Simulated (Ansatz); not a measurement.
methylammonium (SMILES C[NH3+]) moved off its minimum; all values from Ansatz (a first-principles code), cores frozen in correlated methods.
(charge 1, multiplicity 1)
```xyz
8

C     -0.7875     0.1221     0.0551
N      0.7958    -0.0075     0.0290
H     -1.1653    -0.5424    -0.7851
H     -0.9749     1.2283    -0.2298
H     -1.1847    -0.0927     0.9737
H      0.8799    -1.0179     0.1814
H      1.1320     0.5184     0.7035
H      1.1465     0.1393    -0.8345
```

Forces at MP2/cc-pVTZ (eV/Å):

```csv
atom,Fx,Fy,Fz
C1,1.331,2.543,-4.956
N2,-6.373,-5.365,-0.310
H3,0.449,0.863,1.326
H4,0.086,-2.027,0.559
H5,-0.508,-0.750,2.325
H6,0.829,0.349,0.541
H7,2.692,3.117,4.137
H8,1.493,1.270,-3.621
```

Question: Give the forces (eV/Å), the total energy and the dipole at CCSD(T)/cc-pVTZ.

Answer: 
```csv
atom,Fx,Fy,Fz
C1,1.243,2.517,-4.886
N2,-6.252,-5.344,-0.318
H3,0.411,0.790,1.235
H4,0.063,-1.896,0.526
H5,-0.541,-0.763,2.387
H6,0.846,0.286,0.550
H7,2.713,3.133,4.154
H8,1.516,1.278,-3.648
```
Energy -96.0250 hartree.
